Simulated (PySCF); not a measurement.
**Polarisability and C₆ of Ge²⁺ (germanium, charge +2)**

[Ar] 3d10 4s1 4p1, high-spin 3P determinant (an excited configuration). Calculation: PySCF 2.14, in aug-cc-pVTZ-DK (7s6p4d2f, 59 functions); scalar relativity by spin-free X2C-1e. Coupled (time-dependent) response in atomic units; α is the mean over directions.

```csv
method,mean α (bohr³),"α xx, yy, zz",C₆ (like pair),S(−4)
UHF,10.62,"11.37, 9.130, 11.37",38.91,56.72
PBE,10.06,"10.25, 9.675, 10.25",36.51,49.99
PBE0,10.13,"10.47, 9.442, 10.47",36.74,50.78
wB97X-V,10.22,"10.62, 9.422, 10.62",37.19,51.83
M06-2X,9.756,"10.18, 8.898, 10.18",34.36,48.13
```

S(−4) is the Cauchy moment in α(ω) = α(0) + S(−4) ω² + …

Spin-orbit coupling is absent.

α(iu) at wB97X-V:

```csv
u (hartree),α(iu) (bohr³)
0,10.22
0.0500,10.09
0.100,9.727
0.200,8.520
0.300,7.098
0.500,4.736
0.750,2.996
1.00,2.060
1.50,1.170
2.00,0.7694
3.00,0.4130
5.00,0.1764
```

A single London oscillator, α(iu) = α/(1 + u²/ω²), gives C₆ = (3/4) ω α². Matching the computed C₆ needs ω = 4 × 37.19 / (3 × 10.22²) = 0.475 hartree.

For an ion, C₆ is the dispersion term alone; charge-induced terms of lower order in 1/R come first.

The components differ because the open shell of this determinant is not spherical; for a pure term their mean is the scalar polarisability.
